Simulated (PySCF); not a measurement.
H2Si2, SMILES [Si]=[SiH2] (connectivity only; charge and spin as stated), neutral, multiplicity 1.

Geometry: r2SCAN-D4/def2-TZVP. The isomer is the one that the SMILES or the coordinates give; other isomers of the formula were not compared.

Two levels are set side by side: TDA-PBE/def2-TZVPD (PySCF) and EOM-CCSD/aug-cc-pVDZ (PySCF). Vertical, same geometry; the bases differ. Differences are taken from unrounded values.

```csv
quantity,EOM-CCSD
lowest singlet excitation (eV),0.93
lowest triplet excitation (TDA for PBE) (eV),0.00
```

Question: What does TDA-PBE give, and how far is it from EOM-CCSD? (Estimate from the structure and the level; the computed values follow.)

Answer: 
| quantity | TDA-PBE | TDA-PBE minus EOM-CCSD |
|---|---|---|
| lowest singlet excitation (eV) | 0.84 | -0.09 |
| lowest triplet excitation (TDA for PBE) (eV) | 0.28 | 0.28 |

A lower first singlet is the usual sign of a functional without exact exchange. Differences between two approximate levels are no errors against the true value.

Rough cost on one machine, each run with all the roots and properties that it gave: EOM-CCSD against TDA-PBE about 2 times.
